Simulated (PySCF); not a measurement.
Ga(H)2(iPr), C₃H₉Ga, SMILES C[CH](C)[GaH2] at its B3LYP/def2-SVP optimised geometry (Å):

```
13

Ga    -1.4532     0.0023     0.0000
H     -2.2562    -1.3602    -0.0543
H     -2.2566     1.3657     0.0000
C      0.5515     0.0023     0.0000
C      1.1569    -1.2827     0.5843
C      1.1572     1.2673     0.6261
H      0.7822     0.0200    -1.0860
H      2.2563    -1.2992     0.4667
H      0.9523    -1.3753     1.6653
H      0.7598    -2.1893     0.0997
H      0.7601     2.1893     0.1714
H      2.2566     1.2877     0.5089
H      0.9526     1.3247     1.7095
```

Level of theory: B3LYP/def2-TZVP (PySCF).

Map of the electrostatic potential (hartree/e), clipped to [-0.08, 0.12] on the plane z = 1.5 Å:

```
|000000000000000000000000000|
|000000000000000000000000000|
|000000000000000000000000000|
|000000000000000000000000000|
|000000000000000000000000000|
|000000000000000000000000000|
|000000000000001111100000000|
|000000000011112565310000000|
|000000001111126999621110000|
|000000112232239999932111000|
|000001234554339999831111000|
|000012357875435999521110000|
|000113589997433444210000000|
|000123699997433332110000000|
|000123589997433443210000000|
|000012467875434898421100000|
|000001234554339999721110000|
|000000112332239999831110000|
|000000001111127999621110000|
|000000000011113685210000000|
|000000000000001121100000000|
|000000000000000000000000000|
|000000000000000000000000000|
|000000000000000000000000000|
|000000000000000000000000000|
|000000000000000000000000000|
|000000000000000000000000000|
```
Scale: ten equal steps from -0.010 (start of '0') to 0.120 (end of '9'), in the order '0123456789'; x runs from -4.50 to 4.50, y from -4.50 (bottom) to 4.50 (top).
